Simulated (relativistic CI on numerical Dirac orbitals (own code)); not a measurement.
Calculated at this level of theory: Dirac-Coulomb-Breit CI, separate exchange-only KLI orbitals for each configuration, model QED, unscaled Slater integrals (own radial code, finite nucleus).

The strongest absorption lines from the ground level of an ion, among the configurations computed and to levels below about 1730 eV (vacuum wavelength in nm, gf): 1.0691 (0.074), 1.0845 (0.059), 1.5120 (0.19), 1.5696 (0.18), 8.3796 (0.97), 14.866 (0.26).

Q: Which ion is it?
A. Sm³³⁺
B. W⁴⁵⁺
C. Er⁴¹⁺
D. Er³⁹⁺

A: D. Er³⁹⁺ has 29 electrons and the ground level 3d10 4s 2S_1/2; the strongest line goes to 3d10 4p 2P°_3/2. The pattern of lines fixes the number of electrons, and along that sequence the line energies rise steadily with the charge (about as its square where n changes within one kind of shell, about linearly where n is kept but much faster in heavy ions where fine structure, which grows about as Z⁴, sets the gap, and irregularly where shells cross), which fixes Z. Configurations outside the model, such as inner-shell arrays, can give stronger lines. At this charge energies of transitions that change n are usually good to better than 1 %, and those within a shell (Δn = 0) to a few per cent.

LS names give the leading component of a level, which can be under half, so a name can repeat, a term be missing and a line seem to break the LS rules.
